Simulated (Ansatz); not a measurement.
Wavefunction ladder for C2H9InSi (`[CH3][In]([CH3])[SiH3]`)

Cartesian coordinates in Å:
```
C 1.148 -1.803 0.656
In 0.126 -0.029 -0.042
C 0.965 0.993 -1.753
Si -2.045 0.804 1.087
H 0.731 -2.177 1.590
H 1.069 -2.587 -0.102
H 2.210 -1.589 0.799
H 0.472 1.946 -1.946
H 0.862 0.361 -2.639
H 2.032 1.169 -1.596
H -2.117 0.452 2.534
H -3.232 0.179 0.431
H -2.221 2.281 0.980
```

The species carries charge 0 and has multiplicity 1. Correlated methods include outer-core shells of In, which these sets cover unevenly. In: def2 effective core potential. All single points use the PBE0-D4/def2-TZVP geometry. Frozen core, restricted reference, Ansatz 0.2.0.

```
     basis     HF (Eh)  MP2 corr.
  def2-SVP  -558.94176   -0.48985
def2-TZVPP  -559.14033   -0.78840
def2-QZVPP  -559.15448   -1.00774
```

Q: Estimate the CCSD correlation energy and the (T) correction in each basis where they were run (hartree).

A: 
| basis | CCSD corr. | (T) |
| --- | --- | --- |
| def2-SVP | -0.55573 | -0.01624 |
| def2-TZVPP | -0.83520 | -0.02917 |
